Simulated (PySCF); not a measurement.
# Radial density of C⁻ (carbon, charge -1)

PBEsol, [He] 2s2 2p3, high-spin 4S determinant. All numbers are calculated (PySCF 2.14, no relativity, point nucleus, in dyall-av2z (11s7p2d, 42 functions)).

```json
{"r (bohr)": "0.00493", "4πr²ρ (e/bohr)": "0.03646", "4πr²(ρα − ρβ)": "0.0000"}
{"r (bohr)": "0.00830", "4πr²ρ (e/bohr)": "0.09946", "4πr²(ρα − ρβ)": "0.0000"}
{"r (bohr)": "0.0140", "4πr²ρ (e/bohr)": "0.2620", "4πr²(ρα − ρβ)": "0.0000"}
{"r (bohr)": "0.0235", "4πr²ρ (e/bohr)": "0.6625", "4πr²(ρα − ρβ)": "-0.0001"}
{"r (bohr)": "0.0395", "4πr²ρ (e/bohr)": "1.546", "4πr²(ρα − ρβ)": "0.0000"}
{"r (bohr)": "0.0664", "4πr²ρ (e/bohr)": "3.178", "4πr²(ρα − ρβ)": "0.0007"}
{"r (bohr)": "0.112", "4πr²ρ (e/bohr)": "5.267", "4πr²(ρα − ρβ)": "0.0066"}
{"r (bohr)": "0.188", "4πr²ρ (e/bohr)": "6.159", "4πr²(ρα − ρβ)": "0.0389"}
{"r (bohr)": "0.316", "4πr²ρ (e/bohr)": "4.164", "4πr²(ρα − ρβ)": "0.1673"}
{"r (bohr)": "0.532", "4πr²ρ (e/bohr)": "1.751", "4πr²(ρα − ρβ)": "0.5294"}
{"r (bohr)": "0.894", "4πr²ρ (e/bohr)": "2.071", "4πr²(ρα − ρβ)": "1.0806"}
{"r (bohr)": "1.50", "4πr²ρ (e/bohr)": "2.291", "4πr²(ρα − ρβ)": "1.1752"}
{"r (bohr)": "2.53", "4πr²ρ (e/bohr)": "1.026", "4πr²(ρα − ρβ)": "0.6284"}
{"r (bohr)": "4.26", "4πr²ρ (e/bohr)": "0.2309", "4πr²(ρα − ρβ)": "0.1907"}
{"r (bohr)": "7.16", "4πr²ρ (e/bohr)": "0.03880", "4πr²(ρα − ρβ)": "0.0379"}
{"r (bohr)": "12.0", "4πr²ρ (e/bohr)": "0.001070", "4πr²(ρα − ρβ)": "0.0011"}
```

At PBEsol the highest occupied level has a positive energy, so only the finite basis holds that electron; in a semilocal or global hybrid functional this comes from self-interaction and does not mean that the real anion is unbound.
